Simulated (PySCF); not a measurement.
SMILES C=CN(C)C1CC1, C6H11N

Geometry:
```csv
atom,x (Å),y (Å),z (Å)
C1,2.232,1.503,0.070
C2,1.056,1.008,0.444
N3,0.310,0.052,-0.211
C4,0.910,-0.663,-1.312
C5,-0.669,-0.660,0.544
C6,-1.856,0.091,1.067
C7,-2.023,-0.872,-0.069
H8,2.688,2.294,0.635
H9,2.768,1.162,-0.795
H10,0.565,1.389,1.331
H11,0.180,-1.359,-1.721
H12,1.803,-1.224,-1.008
H13,1.194,0.046,-2.091
H14,-0.280,-1.468,1.168
H15,-2.245,-0.173,2.038
H16,-1.918,1.144,0.838
H17,-2.196,-0.457,-1.050
H18,-2.528,-1.808,0.111
```

Level of theory: quadratic response PBE0/def2-SVPD first hyperpolarisability, Taylor convention, gas phase in PySCF. Geometry: GFN2-xTB.

(1) Give the tensor of the second harmonic β(−2ω;ω,ω) at 1907 nm in the axes of these coordinates.

## Answers

(1) In au, Taylor convention; rows are the first index (the induced dipole):
```tsv
	xx	yy	zz	xy	xz	yz
x	-19.4	-54.2	+7.2	+23.3	-70.3	-54.9
y	+24.7	+16.7	+37.4	-54.7	-54.3	-50.6
z	-69.8	-49.8	-11.2	-53.4	+6.8	+37.1
```
Norm of βᵢ = ⅓ Σⱼ (βᵢⱼⱼ + βⱼᵢⱼ + βⱼⱼᵢ): 166.9 au, hyper-Rayleigh value 86.1 au.
